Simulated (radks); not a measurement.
Question: These are the eigenvalues of the occupied orbitals of an atom or ion with whole-number occupations (Ry). All-electron calculation, scalar-relativistic Kohn-Sham, PBE, spin-polarised, spherical densities, point nucleus. Program: a radial shooting solver on a logarithmic mesh with Libxc functionals.

| orbital | eigenvalue |
|---|---|
| 1s up | -3811.773 |
| 1s down | -3811.773 |
| 2s up | -631.8362 |
| 2s down | -631.8335 |
| 2p up | -561.3938 |
| 2p down | -561.3919 |
| 3s up | -140.1726 |
| 3s down | -140.0365 |
| 3p up | -118.4525 |
| 3p down | -118.3169 |
| 3d up | -90.15605 |
| 3d down | -90.05240 |
| 4s up | -27.87324 |
| 4s down | -27.56214 |
| 4p up | -20.72397 |
| 4p down | -20.41543 |
| 4d up | -10.91597 |
| 4d down | -10.61061 |
| 5s up | -3.55865 |
| 5s down | -3.39790 |
| 5p up | -1.87569 |
| 5p down | -1.75961 |
| 4f up | -0.32819 |
| 6s up | -0.27796 |
| 6s down | -0.26683 |
| 4f down | -0.06572 |

Which element is it, and in what charge state? The configuration may be excited. Open shells, if any, are filled with parallel spins first.

Answer: Z = 65, terbium, charge 0: Tb in [Xe] 4f9 6s2. The list shows which subshells hold electrons but not how many an open one holds; the 1s level, -1905.9 hartree, gives Z - s = 61.7 by -(Z - s)^2/2, which with screening and relativity narrows Z to a few neighbours, and the depths of the outer levels then fix element, charge and occupations together.
